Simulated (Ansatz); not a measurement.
```yaml
crystal:
  periodic: [false, false, false]
  atoms:
    - {symbol: F, position_ang: [-1.010693, 0.537273, 1.148004]}
    - {symbol: Si, position_ang: [-0.014095, 0.006004, 0.021897]}
    - {symbol: S, position_ang: [1.963443, 0.559943, 0.515952]}
    - {symbol: S, position_ang: [-0.539733, 0.854230, -1.839595]}
    - {symbol: S, position_ang: [-0.148661, -2.098503, -0.099466]}
    - {symbol: H, position_ang: [1.880256, 0.062762, 1.764177]}
    - {symbol: H, position_ang: [-0.547835, 2.111770, -1.358985]}
    - {symbol: H, position_ang: [-1.490483, -2.090679, -0.207685]}
basis:
  gaussian: {orbitals: ANO-RCC-VTZP, fitting: {mean_field: cc-pVTZ-jkfit}, point_charges: [{charge: 1.00, position_ang: [6.697, 0.940, 0.320]}]}
magnetization: {spin_polarized: true, initial_magnetization: 1}
hamiltonian: {xc: {name: HF}}
correlation: {method: rpa}
```

```sh
$ ansatz run in.yaml --threads 4 --pin off --events-out ev --progress --plain --max-ram 10444MiB
```

Output, abridged:

```
Error: a molecule whose nuclei and cores have a total charge of 74 cannot have a net charge of 0 together with 1 unpaired electrons
```

In this input the number of unpaired electrons doesn't fit the electron count. The program refused the input.
